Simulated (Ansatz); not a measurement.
Several settings on one geometry of the cluster Cd4⁻ (the lowest doublet isomer of a short search) (that of the charge -1 doublet, PBE0/def2-SVPD). Ansatz on 4 threads of Arm Neoverse V2 on a shared host; times are rough.

Cartesian coordinates in Å:
```
Cd -0.873 1.220 -0.070
Cd 0.876 -1.218 0.073
Cd 1.652 1.066 -2.019
Cd -1.654 -1.068 2.016
```

Totals from different functionals, basis sets or treatments of relativity can't be compared as stabilities.

In the def2 sets Cd takes a core potential; there is no spin–orbit coupling. Correlated methods freeze no core orbitals; core or outer-core shells of Cd are correlated, in sets that lack core-valence functions.

The spins typed aren't always the lowest for that charge.

(1) Give the basis size and estimate the energy, ⟨S²⟩ and time of these runs.

```
run                 method  charge    state                                                                                                                                  further keys
  1  RKS ωPBEh/def2-mTZVPP       0  singlet                                  final_grid: {core_spheres: 20, valence_spheres: 16, degree: 47}; scf: {omitted_lower_state_checks: [starts]}
  2   ROHF, rpa/def2-mTZVP      -1  doublet  nuclear_model: gaussian; point_charges: [{charge: -1.00, position_ang: [5.148, 0.535, -0.882]}]; scf: {omitted_lower_state_checks: [starts]}
  3  RKS B3LYP5/def2-TZVPD       0  singlet                                                                                                scf: {lower_state_search: light}; forces asked
```

Answers

(1) 
```json
{"run": "1", "functions": "132", "energy (Eh)": "-671.1058", "⟨S²⟩": "–", "wall time": "6 s"}
{"run": "2", "functions": "132", "energy (Eh)": "-668.3589", "⟨S²⟩": "–", "wall time": "34 s"}
{"run": "3", "functions": "160", "energy (Eh)": "-671.0786", "⟨S²⟩": "–", "wall time": "4.4 s"}
```

The highest occupied level of an anion often lies above zero with these methods, and sets without diffuse functions describe the outer electron poorly.
